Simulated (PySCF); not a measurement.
**Electronic absorption of C6H14OSi**

Species: C₆H₁₄OSi.
Cartesian coordinates in Å at the PBE0-D3(BJ)/def2-SVP level; atoms count from 1:
```
atom  x, y, z in Å
C1    -2.155   -0.279   -0.593
C2    -1.415   -0.235    0.736
C3    -2.208    0.483    1.809
O4    -0.174    0.431    0.641
C5     0.863   -0.234   -0.020
C6     2.244    0.160    0.543
Si7    2.929   -0.064   -1.210
C8     1.067    0.107   -1.523
H9    -2.300    0.742   -0.979
H10   -1.602   -0.855   -1.348
H11   -3.143   -0.749   -0.471
H12   -1.229   -1.279    1.068
H13   -3.172   -0.015    1.987
H14   -1.641    0.506    2.750
H15   -2.404    1.522    1.503
H16    0.727   -1.330    0.084
H17    2.592   -0.396    1.424
H18    2.220    1.235    0.788
H19    3.483   -1.422   -1.497
H20    3.860    0.966   -1.761
H21    0.811    1.167   -1.681
H22    0.523   -0.504   -2.256
```

Computed with TDDFT PBE0/def2-SVPD, vertical, gas phase, core orbitals frozen in the response in PySCF 2.14.0, density-fitted response routines.

| state | λ (nm) | E (eV) | f | main configurations (H = HOMO, L = LUMO) |
| --- | --- | --- | --- | --- |
| S1 | 184.5 | 6.72 | 0.057 | H→L+1 (48%), H→L (47%) |
| S2 | 182.1 | 6.81 | 0.053 | H→L (50%), H→L+1 (47%) |
| S3 | 175.2 | 7.08 | 0.0044 | H→L+2 (74%), H→L+3 (18%) |
| S4 | 169.2 | 7.33 | 0.0046 | H→L+3 (77%), H→L+2 (20%) |
| S5 | 165.6 | 7.49 | 0.038 | H-1→L (61%), H-2→L (25%) |
| S6 | 162.2 | 7.64 | 0.031 | H→L+4 (58%), H-1→L (22%), H-2→L (14%) |
| S7 | 160.8 | 7.71 | 0.095 | H-2→L (51%), H→L+4 (24%), H-1→L (9%) |
| S8 | 159.6 | 7.77 | 0.0055 | H-1→L+1 (70%), H→L+5 (12%) |
| S9 | 159.5 | 7.78 | 0.0030 | H→L+5 (63%), H-1→L+1 (11%) |
| S10 | 156.8 | 7.91 | 0.018 | H-2→L+1 (69%), H→L+5 (9%) |

Triplets, Tamm–Dancoff:

| state | E (eV) | λ (nm) | main configurations (H = HOMO, L = LUMO) |
| --- | --- | --- | --- |
| T1 | 6.31 | 196.4 | H→L (78%), H-2→L (9%) |
| T2 | 6.64 | 186.7 | H→L+1 (89%) |
| T3 | 6.90 | 179.7 | H-1→L (75%), H→L (8%) |
| T4 | 6.92 | 179.1 | H→L+2 (58%), H→L+3 (20%) |

The lowest singlet comes at 185 nm (648 kJ/mol) in the vacuum ultraviolet; it is of moderate strength; its leading configuration is HOMO→LUMO+1 (48%). The most intense listed level is S7 at 7.71 eV (161 nm, f = 0.095), 0.99 eV above S1. S8/S9 lie within about 0.01 eV of each other. Löwdin shares by element: HOMO oxygen 50%, carbon 26% or more (atoms not listed hold the other 24%); LUMO silicon 35%, hydrogen 24% or more, carbon 10% or more (atoms not listed hold the other 30%). The oscillator strengths of these states sum to 0.309; summed over the whole spectrum of an exact calculation they would give the number of electrons, 72 (Thomas–Reiche–Kuhn). Orbital energies (eV): HOMO-3 -8.79, HOMO-2 -8.38, HOMO-1 -8.25, HOMO -7.20, LUMO 0.47, LUMO+1 0.66, LUMO+2 0.93. Weighted by f, the mean energy of these states is 7.34 eV. All these states lie below the vertical ionisation energy of 8.96 eV (ΔSCF). The window holds the lowest 10 singlets.

On one thread of an Arm Neoverse N1, no GPU, on a shared host, this took 14 min of wall time and 1.1 GiB of memory at its peak.

One conformer stands for the species.
